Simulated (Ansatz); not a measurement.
Wavefunction ladder for C₂H₇BOSi (`CB1C[SiH2]O1`)

```xyz
12

C    -1.569    0.329   -1.134
B    -0.413   -0.059   -0.165
C     1.058    0.571    0.037
Si    1.085   -0.787    1.299
O    -0.488   -1.095    0.746
H    -1.861    1.373   -0.979
H    -2.451   -0.303   -1.017
H    -1.229    0.269   -2.173
H     1.077    1.603    0.391
H     1.722    0.485   -0.824
H     1.976   -1.956    1.078
H     1.092   -0.429    2.741
```

Total charge 0; spin multiplicity 1. Geometry: relaxed with PBE0-D4/def2-TZVP. Frozen core, restricted reference, the Gaussian-basis code of Ansatz. CBS rows extrapolate triple and quadruple zeta; past MP2 they add the triple-zeta difference.

| basis | HF (Eh) | MP2 corr. | CCSD corr. | (T) | CCSD(T) total |
| --- | --- | --- | --- | --- | --- |
| def2-SVP | -468.15212 | -0.64187 | -0.69366 | -0.02058 | -468.86636 |
| def2-TZVPP | -468.46664 | -0.79571 | -0.83933 | -0.03348 | -469.33945 |
| def2-QZVPP | -468.48436 | -0.85155 | – | – | – |
| CBS(def2) | -468.48681 | -0.89292 | -0.93654 | as TZ | -469.45683 |
